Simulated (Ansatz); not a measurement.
Isolated molecules relaxed with PBE0-D4/def2-TZVP in Ansatz; ΔE leaves out vibrations. CCSD(T)/CBS adds triple-zeta CCSD(T) − MP2 to the extrapolated MP2 energy (def2 sets, frozen cores). DFT in def2-TZVPP. B3LYP here is the variant with VWN-RPA as its local correlation; programs differ in this. HSE06 is defined as in plane-wave codes. def2 core potentials past Kr. For Sn outer-core shells are correlated without core-valence functions, which leaves a few kJ/mol of doubt a bond.

Consider the formal exchange of groups at the Sn–B bond: `B[B]([SiH3])[SnH3]` + `B[SiH2]Cl` → `B[SiH](Cl)[SnH3]` + `BB[SiH3]`.

```json
{"level": "LDA (SPW92)", "ΔE (kJ/mol)": "-41.1", "difference from CCSD(T)/CBS": "-35.8"}
{"level": "B97M-V", "ΔE (kJ/mol)": "-17.2", "difference from CCSD(T)/CBS": "-11.9"}
{"level": "r2SCANh-D4", "ΔE (kJ/mol)": "-17.6", "difference from CCSD(T)/CBS": "-12.3"}
{"level": "CAM-B3LYP-D4", "ΔE (kJ/mol)": "-3.9", "difference from CCSD(T)/CBS": "1.4"}
{"level": "ωB97X-V", "ΔE (kJ/mol)": "-1.6", "difference from CCSD(T)/CBS": "3.7"}
{"level": "PBE-QIDH", "ΔE (kJ/mol)": "-10.1", "difference from CCSD(T)/CBS": "-4.8"}
{"level": "BLYP", "ΔE (kJ/mol)": "-17.3", "difference from CCSD(T)/CBS": "-12.0"}
{"level": "B3LYP", "ΔE (kJ/mol)": "-9.5", "difference from CCSD(T)/CBS": "-4.2"}
{"level": "HSE06", "ΔE (kJ/mol)": "-18.8", "difference from CCSD(T)/CBS": "-13.5"}
{"level": "LC-ωPBE", "ΔE (kJ/mol)": "-5.0", "difference from CCSD(T)/CBS": "0.3"}
{"level": "RPA@PBE/def2-TZVPP", "ΔE (kJ/mol)": "-0.8", "difference from CCSD(T)/CBS": "4.5"}
{"level": "MP2/def2-TZVPP", "ΔE (kJ/mol)": "-11.5", "difference from CCSD(T)/CBS": "-6.2"}
{"level": "SCS-MP2/def2-TZVPP", "ΔE (kJ/mol)": "-1.6", "difference from CCSD(T)/CBS": "3.7"}
{"level": "CCSD/def2-TZVPP", "ΔE (kJ/mol)": "3.7", "difference from CCSD(T)/CBS": "9.0"}
{"level": "CCSD(T)/def2-TZVPP", "ΔE (kJ/mol)": "-3.6", "difference from CCSD(T)/CBS": "1.7"}
{"level": "HF/def2-QZVPP", "ΔE (kJ/mol)": "37.1", "difference from CCSD(T)/CBS": "42.4"}
{"level": "CCSD(T)/CBS", "ΔE (kJ/mol)": "-5.3", "difference from CCSD(T)/CBS": "0"}
```

Largest T1 diagnostic among the species: 0.016.

From BLYP to BHLYP (50 % exact exchange), in def2-TZVPP and without D4, ΔE moves by +22.2 kJ/mol. In def2-TZVPP, CCSD(T) changes the Hartree–Fock value by −40.5 kJ/mol (the triples alone add −7.4 kJ/mol) and MP2 by −48.3 kJ/mol.
